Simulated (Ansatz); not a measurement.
Spectroscopic constants of BeP, multiplicity 4 (lowest of 2S+1 = 2, 4 at CCSD(T)/def2-TZVPP on PBE0 minima; our sources give no spin for the ground state, which may be another).

D_e counts from the fitted minimum to each atom's lowest state at the same level, without counterpoise.

Correlated levels freeze the inner cores; with def2 sets outer-core shells near the valence are correlated too.

The values were computed with Ansatz (Gaussian basis) for Hartree–Fock, density functionals and correlated methods. Each number belongs to the level named beside it.

### Question
One of these levels gives 1.695 eV for the bond energy D_e. Name it.
A) B97M-V/def2-TZVPP
B) PBE/def2-TZVPP
C) B2PLYP/def2-TZVPP
D) SVWN5/def2-TZVPP

### Answer
B, PBE/def2-TZVPP. The others give 1.952 (SVWN5/def2-TZVPP), 1.490 (B97M-V/def2-TZVPP), 1.363 (B2PLYP/def2-TZVPP)

Ansatz is a quantum-chemistry and plane-wave program.
